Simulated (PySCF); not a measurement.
## Radial density of Pd⁺ (palladium, charge +1)

MN15, [Kr] 4d9, 2D determinant. Calculation: PySCF 2.14, in cc-pVDZ-PP with ECP28MDF; a scalar-relativistic core potential. This is the valence pseudo-density: the core potential removes the inner electrons and smooths the orbitals near the nucleus.

```
r (bohr)  4πr²ρ (e/bohr)  4πr²(ρα − ρβ)
  0.0187       1.366e-05         0.0000
  0.0314       3.455e-05         0.0000
  0.0528       8.234e-05         0.0000
  0.0888       0.0003160         0.0000
   0.149        0.003313         0.0002
   0.251         0.05499         0.0033
   0.423           1.300         0.0513
   0.711           12.30         0.4398
    1.20           13.54         0.7741
    2.01           3.084         0.2908
    3.38          0.2624         0.0205
    5.69        0.005305         0.0002
```

Energies and moments cover only the electrons outside the core potential.
